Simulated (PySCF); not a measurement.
C6H8OS2, SMILES COc1ccc(SC)s1 (GFN2-xTB optimised geometry):

```
17

C      2.340    -2.805     0.037
O      0.948    -3.015     0.023
C      0.166    -1.922     0.000
C     -1.195    -1.922     0.000
C     -1.742    -0.620     0.000
C     -0.804     0.363     0.003
S     -1.103     2.084    -0.097
C      0.249     2.716     0.945
S      0.812    -0.303    -0.024
H      2.662    -2.243    -0.847
H      2.797    -3.792     0.032
H      2.648    -2.259     0.935
H     -1.777    -2.823     0.015
H     -2.797    -0.415     0.008
H      0.173     2.280     1.937
H      1.202     2.471     0.486
H      0.121     3.792     0.995
```

Computed with CAM-B3LYP/def2-SVP in PySCF 2.14.0.

### Question
What are the frontier orbital energies and the dipole moment?

### Answer
HOMO-2 -8.59 eV, HOMO-1 -8.45 eV, HOMO -6.61 eV, LUMO 1.09 eV, LUMO+1 1.96 eV; dipole moment 2.31 D.

On the same geometry PBE/def2-SVP (PySCF) gives HOMO-2 -6.13 eV, HOMO-1 -5.90 eV, HOMO -4.37 eV, LUMO -0.86 eV, LUMO+1 -0.30 eV; dipole moment 2.34 D.

Meta-Löwdin charges at CAM-B3LYP/def2-SVP: C1 -0.08, O2 -0.32, C3 0.10, C4 -0.19, C5 -0.13, C6 -0.21, S7 0.09, C8 -0.34, S9 0.18, H10 0.10, H11 0.12, H12 0.10, H13 0.12, H14 0.12, H15 0.12, H16 0.11, H17 0.12.
